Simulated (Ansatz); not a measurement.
Consider the redistribution: `[CH3][GeH]([F])[Br]` + `BB[SiH2]F` → `[CH3][GeH]([F])[SiH2]F` + `BBBr`.

Program: Ansatz. Geometries: PBE0-D4/def2-TZVP. ΔE: electronic, gas phase. CCSD(T)/CBS is the MP2 limit (def2-TZVPP, def2-QZVPP) plus CCSD(T) − MP2 in def2-TZVPP, frozen cores. Functionals use def2-TZVPP. B3LYP here is the variant with VWN-RPA as its local correlation; programs differ in this. For Br, Ge outer-core shells are correlated without core-valence functions, which leaves a few kJ/mol of doubt a bond. Scalar relativity is left out up to krypton. One conformer a species, not always the lowest.

`[CH3][GeH]([F])[Br]`:

Cartesian coordinates in Å:
```
C 0.066 0.177 1.070
Ge 0.124 -0.132 -0.832
F 0.025 -1.848 -1.083
Br -1.737 0.762 -1.840
H 0.085 1.248 1.273
H -0.852 -0.249 1.473
H 0.926 -0.299 1.543
H 1.362 0.340 -1.603
```

`BB[SiH2]F`:

Cartesian coordinates in Å:
```
B -1.188 0.711 -1.109
B -0.037 -0.351 -0.724
Si 0.860 -0.371 1.068
F 0.317 0.768 2.065
H -2.348 0.495 -0.888
H -0.929 1.781 -1.585
H 0.371 -1.202 -1.466
H 0.631 -1.682 1.734
H 2.323 -0.149 0.904
```

`[CH3][GeH]([F])[SiH2]F`:

```xyz
11

C     1.021   -1.484    0.247
Ge   -0.651   -0.504    0.122
F    -1.344   -0.526    1.734
Si   -0.421    1.808   -0.461
F     0.902    2.386    0.241
H     1.481   -1.572   -0.739
H     1.708   -0.964    0.913
H     0.828   -2.484    0.638
H    -1.686   -1.230   -0.764
H    -1.583    2.607   -0.001
H    -0.256    1.963   -1.931
```

`BBBr`:

Z-matrix (Å, degrees):
```
B
B 1 1.645
H 1 1.198 2 121.5
H 1 1.198 2 121.5 3 176.7
Br 2 1.919 1 112.6 3 -88.4
H 2 1.192 1 131.3 3 91.6
```

(1) Is it downhill or uphill in electronic energy at CCSD(T)/CBS, and by how much? (An estimate is asked.)

(2) What do these levels give: B3LYP-D4, ωB97X-V, ωB97M-V, B2PLYP, PBE, r2SCAN, B3LYP, CCSD(T)/def2-TZVPP, HF/def2-QZVPP, MP2/def2-QZVPP, HF/CBS(def2), MP2/CBS(def2)? (An estimate is asked.)

Largest T1 diagnostic among the species: 0.014.

## Answers

(1) Computed: Nearly level: ΔE = -1.2 kJ/mol.

(2) Ansatz gave: B3LYP-D4 4.6, ωB97X-V 6.2, ωB97M-V 6.1, B2PLYP 2.7, PBE 4.2, r2SCAN 9.0, B3LYP 4.9, CCSD(T)/def2-TZVPP -0.1, HF/def2-QZVPP 10.9, MP2/def2-QZVPP -2.4, HF/CBS(def2) 10.9, MP2/CBS(def2) -2.9 kJ/mol.

In def2-TZVPP, CCSD(T) changes the Hartree–Fock value by −11.0 kJ/mol (the triples alone add −1.6 kJ/mol) and MP2 by −12.7 kJ/mol.
